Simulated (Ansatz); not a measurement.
Species: sum formula TaO2Cl, net charge 0, singlet state. 
Structure (B3LYP-D3(BJ)/def2-TZVP (Ansatz, a quantum-chemistry and plane-wave program) minimum search):
```
Ta
O 1 1.7367
O 1 1.7367 2 106.71
Cl 1 2.3301 2 110.37 3 -119.93
```

Wanted: vertical triplet-singlet gap (E(triplet) - E(singlet); each state is the SCF solution reached for its spin; the UHF <S^2> is 2.22 for the triplet (pure: 2.00); for the singlet T1 is 0.027), in kcal/mol. Valence correlation only, unless marked. Open shells are spin-unrestricted. No spin-orbit coupling. Frozen are the shells of the preceding noble gas and the d and f shells that filled before the atom's block. Past Kr the def2 sets carry scalar-relativistic core potentials. CBS(X,Y): correlation extrapolated as X^-3; Hartree-Fock from the larger set.

```csv
level,program,vertical triplet-singlet gap (kcal/mol)
HF/def2-TZVPPD,Ansatz,23.8
HF/def2-QZVPPD,Ansatz,23.8
SVWN5/def2-TZVPD,Ansatz,57.5
PBE/def2-TZVPD,Ansatz,53.0
r2SCAN/def2-TZVPD,Ansatz,49.5
BHLYP/def2-TZVPD,Ansatz,46.3
CAM-B3LYP/def2-TZVPD,Ansatz,51.9
wB97M-V/def2-TZVPD,Ansatz,55.6
wB97X-V/def2-TZVPD,Ansatz,55.5
MP2/def2-SVPD,Ansatz,91.8
RI-MP2/def2-TZVPPD,Ansatz,90.2
"RI-MP2/CBS(def2-TZVPPD,def2-QZVPPD)",Ansatz,92.1
SCS-MP2/def2-SVPD,Ansatz,88.0
CCSD/def2-SVPD,Ansatz,53.6
```
